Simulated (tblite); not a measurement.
C5H7BClN.
SMILES with atom numbers: `[CH:1]#[C:2][CH2:3][B@@H-:4]([Cl:5])[N+:6]#[C:7][CH3:8]` (hydrogens: H9 on C1; H10, H11 on C3; H12 on B4; H13, H14, H15 on C8)
Bond orders are those of one Lewis drawing.

Computed with GFN2-xTB (tblite), gas phase: L-BFGS steps from a force-field or distance-geometry start until the largest atomic force falls under 0.01 eV/Å.

Step 22: E = -623.5619 eV
```
atom  x, y, z in Å  |  force x, y, z in eV/Å
C1     -2.3491    1.5278    1.1445    0.005  -0.001  -0.005
C2     -2.1102    0.6020    0.4230    0.004  -0.003  -0.017
C3     -1.7970   -0.5252   -0.4232   -0.007  -0.003   0.009
B4     -0.5610   -1.4112    0.1890    0.068   0.060   0.043
Cl5    -0.1085   -2.8375   -0.9245   -0.017   0.026   0.000
N6      0.6528   -0.5587    0.1222   -0.020  -0.062   0.080
C7      1.6214    0.0485    0.0154    0.003   0.008   0.037
C8      2.8129    0.8251   -0.0613   -0.037  -0.015   0.002
H9     -2.5870    2.3342    1.7712    0.007   0.012  -0.004
H10    -2.6883   -1.1524   -0.4988    0.031  -0.009  -0.031
H11    -1.5554   -0.1643   -1.4279   -0.044  -0.027   0.038
H12    -0.6898   -1.7626    1.3179    0.007   0.003  -0.117
H13     3.3042    0.6739   -1.0211   -0.026  -0.021  -0.050
H14     2.5568    1.8776    0.0540    0.014   0.047  -0.014
H15     3.4939    0.5306    0.7364    0.012  -0.016   0.030
```

Step 23: E = -623.5632 eV
```
atom  x, y, z in Å  |  force x, y, z in eV/Å
C1     -2.3482    1.5286    1.1438    0.010  -0.017  -0.024
C2     -2.1081    0.6016    0.4239   -0.029   0.017   0.005
C3     -1.7987   -0.5269   -0.4217    0.009   0.009   0.010
B4     -0.5623   -1.4101    0.1916    0.088   0.002   0.045
Cl5    -0.0984   -2.8304   -0.9297   -0.021   0.039   0.004
N6      0.6533   -0.5585    0.1349   -0.046  -0.049   0.061
C7      1.6195    0.0513    0.0189   -0.021  -0.007   0.044
C8      2.8116    0.8253   -0.0631   -0.031  -0.015   0.004
H9     -2.5860    2.3380    1.7665    0.010   0.013   0.003
H10    -2.6915   -1.1526   -0.5004    0.056   0.004  -0.019
H11    -1.5552   -0.1634   -1.4247   -0.042  -0.034   0.020
H12    -0.6956   -1.7751    1.3159    0.009   0.024  -0.122
H13     3.3010    0.6715   -1.0227   -0.022  -0.028  -0.074
H14     2.5610    1.8787    0.0508   -0.001   0.063  -0.011
H15     3.4932    0.5300    0.7328    0.032  -0.022   0.053
```

Step 24: E = -623.5646 eV
```
atom  x, y, z in Å  |  force x, y, z in eV/Å
C1     -2.3470    1.5295    1.1429    0.011  -0.020  -0.032
C2     -2.1063    0.6014    0.4246   -0.059   0.029   0.025
C3     -1.8001   -0.5285   -0.4197    0.027   0.020   0.011
B4     -0.5623   -1.4086    0.1950    0.073  -0.058   0.016
Cl5    -0.0873   -2.8217   -0.9356   -0.023   0.046   0.003
N6      0.6535   -0.5589    0.1501   -0.040  -0.012   0.034
C7      1.6166    0.0539    0.0237   -0.037  -0.016   0.051
C8      2.8096    0.8253   -0.0651   -0.010  -0.007   0.007
H9     -2.5846    2.3422    1.7613    0.013   0.013   0.008
H10    -2.6939   -1.1528   -0.5024    0.073   0.007   0.003
H11    -1.5557   -0.1630   -1.4209   -0.028  -0.033  -0.010
H12    -0.7014   -1.7885    1.3119    0.005   0.031  -0.087
H13     3.2967    0.6680   -1.0256   -0.030  -0.032  -0.070
H14     2.5653    1.8806    0.0470   -0.012   0.050  -0.010
H15     3.4925    0.5289    0.7296    0.035  -0.018   0.051
```

**Question.** Estimate the geometry and energy of step 25. (The exact step hangs on the optimiser's Hessian estimate; all steps are aligned on step 24, rigid shifts and turns removed.)

**Answer.** E = -623.5658 eV, largest force 0.094 eV/Å
```
atom  x, y, z in Å  |  force x, y, z in eV/Å
C1     -2.3459    1.5307    1.1418    0.007  -0.005  -0.024
C2     -2.1058    0.6014    0.4252   -0.067   0.023   0.029
C3     -1.8004   -0.5294   -0.4174    0.041   0.023   0.008
B4     -0.5610   -1.4082    0.1980    0.031  -0.083  -0.030
Cl5    -0.0772   -2.8130   -0.9408   -0.021   0.041  -0.005
N6      0.6526   -0.5593    0.1637   -0.013   0.028   0.010
C7      1.6134    0.0556    0.0286   -0.028  -0.009   0.052
C8      2.8076    0.8250   -0.0666    0.012   0.002   0.010
H9     -2.5832    2.3459    1.7570    0.014   0.011   0.010
H10    -2.6946   -1.1525   -0.5041    0.075  -0.002   0.024
H11    -1.5566   -0.1633   -1.4178   -0.008  -0.025  -0.036
H12    -0.7057   -1.7993    1.3072   -0.003   0.021  -0.027
H13     3.2919    0.6643   -1.0292   -0.048  -0.032  -0.037
H14     2.5683    1.8826    0.0436   -0.013   0.014  -0.010
H15     3.4921    0.5275    0.7276    0.022  -0.005   0.026
```

The energy changes by -0.0012 eV. The first-order estimate −F·Δx gives -0.0017 eV and the mean of the old and new forces, exact on a quadratic surface, -0.0012 eV. The step makes an angle of 75° with the force vector and moves no atom by more than 0.014 Å.

What follows is the cost of the whole relaxation. On Arm Neoverse V1, one thread, no GPU, on a shared host, this took 0.32 s of wall time.
